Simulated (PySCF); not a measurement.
Molecule: 4-fluoro-3-methylbenzonitrile, C₈H₆FN.

Bonds (- single, = double, # triple, : aromatic): C1-C2, C2:C3, C3:C4, C4-C5, C5#N6, C4:C7, C7:C8, C8:C9, C9-F10, C9:C2. C1 carries H11, H12, H13; C3 carries H14; C7 carries H15; C8 carries H16.

Frames of a GFN2-xTB Langevin trajectory at 200 K; GIAO PBE0/pcSseg-1 shieldings in PySCF 2.14, gas phase, non-relativistic; equivalent atoms averaged within each frame.

Referencing at the same level of theory: TMS for ¹³C (186.93 ppm); ¹⁵N (267.73 ppm) against NH3; ¹⁹F (170.95 ppm) against CFCl3. The references are static minima.

Q: How do the shifts (ppm) fluctuate along the trajectory?

A: 
| time (fs) | C9 | C3 | C7 | C2 | C5 | C4 | C8 | C1 | N6 | F10 |
| --- | --- | --- | --- | --- | --- | --- | --- | --- | --- | --- |
| 250 | 172.3 | 146.5 | 141.1 | 130.9 | 125.3 | 122.2 | 116.5 | 20.8 | 320.0 | -104.8 |
| 425 | 169.0 | 136.6 | 138.6 | 128.4 | 124.5 | 114.3 | 124.8 | 18.8 | 308.4 | -110.9 |
| 625 | 177.6 | 151.3 | 138.2 | 135.5 | 124.2 | 114.8 | 123.3 | 16.5 | 321.1 | -92.1 |
| 800 | 175.2 | 144.1 | 134.3 | 133.7 | 122.7 | 106.5 | 125.8 | 18.2 | 312.7 | -104.5 |
| 1000 | 177.7 | 143.3 | 138.3 | 139.3 | 120.9 | 115.7 | 127.6 | 17.8 | 301.0 | -105.9 |
| mean of frames | 174.4 | 144.4 | 138.1 | 133.6 | 123.5 | 114.7 | 123.6 | 18.4 | 312.7 | -103.6 |
| standard deviation | 3.7 | 5.4 | 2.4 | 4.2 | 1.7 | 5.6 | 4.2 | 1.6 | 8.3 | 7.0 |

5 frames give an uncertainty of the mean of about the standard deviation over 2.2 at best, since frames this close in time may not be independent; classical motion lacks zero-point vibration, and the reference would need the same averaging.
